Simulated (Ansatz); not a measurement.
Pulling on the Al1–H2 bond in AlClFH (SMILES [F][AlH][Cl]) (multiplicity 1 held, fragments rigid). Energies count from the point at 1.555 Å.
Geometry at that point (charge 0, multiplicity 1):
```xyz
4

Al    -0.561     0.177    -0.471
H     -1.756    -0.370    -1.303
F     -0.216     1.786    -0.496
Cl     0.647    -1.059     0.699
```

Restricted levels (R-, RO-) in cc, def2 and unpolarised 6-31G sets keep to the state of the molecule at rest. Unrestricted levels (U-) break spin symmetry where that is lower. Active spaces are followed from a long bond inwards. Levels need not reach the same state.

Cores are frozen in the correlated methods.

Codes used: Ansatz (Gaussian orbitals). 

Energies in eV.

```csv
R (Å),R-HF/cc-pV(D+d)Z,U-SCS-MP2/cc-pV(D+d)Z,R-CCSD/cc-pV(D+d)Z,R-CCSD(T)/cc-pV(D+d)Z,"FIC-MRCISD+Q on CASSCF(2,2)/cc-pV(D+d)Z"
1.244,1.15,1.14,1.14,1.15,1.14
1.400,0.23,0.23,0.23,0.23,0.23
1.555,0.00,0.00,0.00,0.00,0.00
1.711,0.16,0.15,0.14,0.14,0.14
1.867,0.54,0.51,0.48,0.47,0.48
2.100,1.29,1.20,1.14,1.13,1.13
2.333,2.10,2.19,1.82,1.79,1.79
2.722,3.37,3.18,2.76,2.69,2.69
3.111,?,3.50,3.38,3.24,3.24
3.578,5.48,3.62,3.76,3.50,3.55
4.200,?,3.65,3.95,3.52,3.67
4.977,7.30,3.66,4.01,3.45,3.70
```

Complete the blanks.


- 4.200, R-HF/cc-pV(D+d)Z: 6.49
- 3.111, R-HF/cc-pV(D+d)Z: 4.45

Doubts at one or more of the structures used: a restricted determinant that unrestricted orbitals would lower (R-HF/cc-pV(D+d)Z, R-CCSD/cc-pV(D+d)Z, R-CCSD(T)/cc-pV(D+d)Z); a spin-contaminated determinant (U-SCS-MP2/cc-pV(D+d)Z); other coupled-cluster roots lie near (R-CCSD/cc-pV(D+d)Z, R-CCSD(T)/cc-pV(D+d)Z).

Ansatz is a program for electronic structure.
